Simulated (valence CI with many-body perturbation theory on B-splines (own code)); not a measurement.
## E1 transitions of I39+

Level of theory: relativistic CI+MBPT: four valence electrons over a frozen Dirac-Fock core [Ne], radial functions for each j: 11 s, 11 p, 10 d, 8 f, 5 g, 2 h, with the one-electron correlation potential Σ1 (screened to all orders), the two-electron term Σ2, the three-electron term Σ3, Breit, model QED; selected single and double excitations, second order for the rest, scaled by the run's own slope (own B-spline code, finite nucleus).

The last digits are not significant, and no measured levels were compared; by estimate large intervals hold to a few tenths of a per cent, small ones and those within an open d or f shell to about a per cent. Among the levels kept, up to 720 cm⁻¹ of a level comes from second order outside the variational space, and about a tenth of that is noise between levels of different J, which matters for small intervals.

Lines 101 to 150 of 555 in falling wavelength, among levels below 632.34 eV, chosen from the strongest by gf and those to the six lowest levels. Wavelengths and rates use the calculated energies. Electric multipoles are in the length gauge, E1 and E2 with the static RPA response of the core. Weak lines are less certain than strong ones. Lines between different terms over intervals too small for the method are left out, as are lines whose strength nearly cancels. Where a level lies close to another of its J and parity, the split of strength between their lines is uncertain. The highest levels of a list are the least certain.

Levels are named by their leading jj configuration (3d3/2^4 stands for four electrons in 3d with j = 3/2), which in mixed levels can hold well under half, so a name can repeat and another be missing. Letters in brackets count levels of one name in rising energy.

```
λ vac (nm)                           Upper                           Lower   A (s⁻¹)  log gf  Branch %
     7.430  (3s 3p1/2 3d3/2 3d5/2) J=3 [e]  (3s 3p1/2 3p3/2 3d5/2) J=2 [b]  2.30e+10   -0.87       8.4
     7.410      (3s 3p1/2 3d5/2^2) J=3 [b]  (3s 3p1/2 3p3/2 3d5/2) J=2 [d]  6.77e+10   -0.41      15.2
     7.389   (3p1/2 3p3/2^2 3d5/2) J=3 [b]             (3p1/2 3p3/2^3) J=2  1.09e+11   -0.21      27.7
     7.384              (3s^2 3d5/2^2) J=4          (3s^2 3p3/2 3d5/2) J=3  8.54e+10   -0.20      22.7
     7.379      (3s 3p3/2^2 3d5/2) J=1 [b]                (3s 3p3/2^3) J=1  6.12e+10   -0.82      10.1
     7.373      (3s 3p3/2^2 3d3/2) J=2 [b]          (3s^2 3p3/2 3d5/2) J=1  2.88e+10   -0.93       5.4
     7.354  (3s 3p1/2 3p3/2 3d5/2) J=3 [b]          (3s^2 3p1/2 3d5/2) J=2  1.66e+10   -1.03       6.7
     7.347  (3s 3p1/2 3p3/2 3d3/2) J=3 [b]      (3s 3p1/2 3p3/2^2) J=2 [a]  2.24e+10   -0.90       9.5
     7.342   (3p1/2 3p3/2^2 3d3/2) J=2 [b]  (3s 3p1/2 3p3/2 3d5/2) J=1 [b]  2.81e+10   -0.94       7.0
     7.338   (3p1/2 3p3/2^2 3d5/2) J=2 [c]             (3p1/2 3p3/2^3) J=1  1.77e+11   -0.15      31.3
     7.337       (3p1/2^2 3p3/2 3d5/2) J=3  (3s 3p1/2 3p3/2 3d3/2) J=2 [a]  7.89e+10   -0.35      48.0
     7.335          (3s 3p1/2^2 3d5/2) J=3          (3s 3p1/2^2 3p3/2) J=2  3.89e+10   -0.66      77.2
     7.333  (3s 3p1/2 3d3/2 3d5/2) J=3 [c]  (3s 3p1/2 3p3/2 3d3/2) J=2 [d]  3.91e+10   -0.66      10.6
     7.331       (3p1/2 3p3/2^2 3d3/2) J=4  (3s 3p1/2 3p3/2 3d5/2) J=4 [b]  2.05e+10   -0.83       7.7
     7.330   (3p1/2 3p3/2^2 3d5/2) J=4 [b]  (3s 3p1/2 3p3/2 3d5/2) J=3 [d]  1.22e+11   -0.05      36.1
     7.329          (3s^2 3p1/2 3d3/2) J=1          (3s^2 3p1/2 3p3/2) J=1  4.17e+08   -3.00       0.1
     7.317  (3s 3p1/2 3d3/2 3d5/2) J=3 [a]  (3s 3p1/2 3p3/2 3d3/2) J=2 [b]  5.26e+10   -0.53      45.2
     7.316      (3s 3p1/2 3d5/2^2) J=3 [a]  (3s 3p1/2 3p3/2 3d5/2) J=3 [b]  2.40e+10   -0.87       9.9
     7.295   (3p1/2 3p3/2^2 3d5/2) J=1 [b]             (3p1/2 3p3/2^3) J=1  1.03e+11   -0.61      18.4
     7.285      (3s 3p1/2 3d3/2 3d5/2) J=5  (3s 3p1/2 3p3/2 3d5/2) J=4 [a]  8.96e+09   -1.11       9.5
     7.269  (3s 3p1/2 3d3/2 3d5/2) J=4 [a]  (3s 3p1/2 3p3/2 3d3/2) J=3 [a]  6.06e+10   -0.36      76.2
     7.267      (3s 3p3/2 3d3/2 3d5/2) J=1      (3s 3p3/2^2 3d3/2) J=1 [a]  4.49e+10   -0.97       8.5
     7.260  (3s 3p1/2 3p3/2 3d5/2) J=2 [d]      (3s 3p1/2 3p3/2^2) J=1 [b]  9.94e+10   -0.41      22.0
     7.252  (3s 3p1/2 3p3/2 3d5/2) J=3 [d]      (3s 3p1/2 3p3/2^2) J=2 [b]  1.27e+11   -0.15      40.6
     7.251      (3s 3p1/2 3d5/2^2) J=3 [a]  (3s 3p1/2 3p3/2 3d5/2) J=4 [b]  1.78e+10   -1.01       7.3
     7.247  (3s 3p1/2 3p3/2 3d5/2) J=2 [c]      (3s 3p1/2 3p3/2^2) J=2 [b]  2.60e+10   -0.99      11.0
     7.229      (3s 3p1/2 3d5/2^2) J=2 [b]  (3s 3p1/2 3p3/2 3d5/2) J=2 [b]  2.21e+10   -1.06       7.5
     7.224          (3s 3p3/2 3d3/2^2) J=3  (3s 3p1/2 3p3/2 3d5/2) J=2 [d]  3.56e+10   -0.71       7.2
     7.221          (3s^2 3p3/2 3d5/2) J=1              (3s^2 3p3/2^2) J=0  5.13e+10   -0.92      29.9
     7.202   (3p1/2 3p3/2^2 3d5/2) J=3 [a]  (3s 3p1/2 3p3/2 3d5/2) J=2 [d]  1.57e+10   -1.07       4.8
     7.186   (3p1/2 3p3/2^2 3d5/2) J=4 [a]  (3s 3p1/2 3p3/2 3d5/2) J=3 [c]  1.31e+11   -0.04      42.9
     7.185  (3s 3p1/2 3d3/2 3d5/2) J=2 [c]  (3s 3p1/2 3p3/2 3d3/2) J=1 [b]  4.23e+10   -0.79       9.6
     7.165      (3s 3p1/2 3d5/2^2) J=4 [a]  (3s 3p1/2 3p3/2 3d3/2) J=3 [b]  7.74e+10   -0.27      35.2
     7.160   (3p1/2 3p3/2^2 3d5/2) J=2 [a]  (3s 3p1/2 3p3/2 3d5/2) J=2 [c]  2.14e+10   -1.09       8.1
     7.159   (3p1/2 3p3/2^2 3d5/2) J=2 [b]             (3p1/2 3p3/2^3) J=2  2.11e+11   -0.09      50.8
     7.156      (3s 3p1/2 3d5/2^2) J=3 [b]  (3s 3p1/2 3p3/2 3d5/2) J=2 [c]  9.55e+10   -0.29      21.4
     7.156      (3s 3p3/2 3d3/2 3d5/2) J=2      (3s 3p3/2^2 3d3/2) J=2 [a]  2.65e+10   -0.99       5.9
     7.156       (3p1/2 3p3/2^2 3d5/2) J=5  (3s 3p1/2 3p3/2 3d5/2) J=4 [c]  1.28e+11    0.03      65.9
     7.153  (3s 3p1/2 3p3/2 3d5/2) J=1 [b]          (3s 3p1/2 3p3/2^2) J=0  7.09e+10   -0.79      54.4
     7.152      (3s 3p1/2 3d5/2^2) J=3 [b]  (3s 3p1/2 3p3/2 3d5/2) J=3 [d]  1.72e+10   -1.03       3.9
     7.150          (3s^2 3d3/2 3d5/2) J=3          (3s^2 3p3/2 3d3/2) J=3  3.64e+10   -0.71       7.2
     7.149  (3s 3p1/2 3p3/2 3d3/2) J=2 [d]      (3s 3p1/2 3p3/2^2) J=2 [a]  2.02e+10   -1.11       8.3
     7.141  (3s 3p1/2 3p3/2 3d5/2) J=3 [a]          (3s^2 3p1/2 3d5/2) J=3  4.03e+10   -0.67      37.8
     7.136      (3s 3p3/2 3d3/2 3d5/2) J=2      (3s 3p3/2^2 3d3/2) J=1 [a]  2.76e+10   -0.98       6.2
     7.133      (3s 3p3/2^2 3d5/2) J=2 [a]                (3s 3p3/2^3) J=2  2.36e+10   -1.05       8.9
     7.131  (3s 3p1/2 3p3/2 3d5/2) J=4 [c]          (3s 3p1/2 3p3/2^2) J=3  1.26e+11   -0.06      81.7
     7.131      (3s 3p3/2 3d3/2 3d5/2) J=2              (3s^2 3d3/2^2) J=2  8.10e+10   -0.51      18.1
     7.131       (3p1/2^2 3p3/2 3d5/2) J=1  (3s 3p1/2 3p3/2 3d3/2) J=0 [a]  4.50e+10   -0.99      27.5
     7.131  (3s 3p1/2 3p3/2 3d5/2) J=1 [c]      (3s 3p1/2 3p3/2^2) J=1 [a]  1.04e+11   -0.63      48.0
     7.130          (3s^2 3d3/2 3d5/2) J=3          (3s^2 3p3/2 3d3/2) J=2  7.98e+10   -0.37      15.9
```
